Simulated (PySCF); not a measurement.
## Cu₂Te: breathing scan

Level of theory: PySCF, B3LYP, basis Te def2-SVP with ECP28, Cu def2-SVP (scalar-relativistic core potentials, no spin–orbit coupling, density fitting).

Rigid scan from the singlet minimum (Cu–Cu 2.503 Å, Te–Cu 2.425 Å (×2); Cu–Cu–Te 58.9° (×2), Cu–Te–Cu 62.2°). Coordinate: all bonds to the central atom scaled together. Energies in kJ/mol from the minimum.

```csv
scale of all bonds to the centre,E (kJ/mol),dipole size (D)
0.88,129.5,3.97
0.92,49.0,4.19
0.96,10.5,4.40
1.00,0.0,4.61
1.04,7.9,4.81
1.08,27.6,5.00
1.14,70.1,5.26
1.22,137.5,5.56
1.35,248.0,5.95
```

At long bonds a restricted determinant can lie too high, and another spin state can fall below this curve.
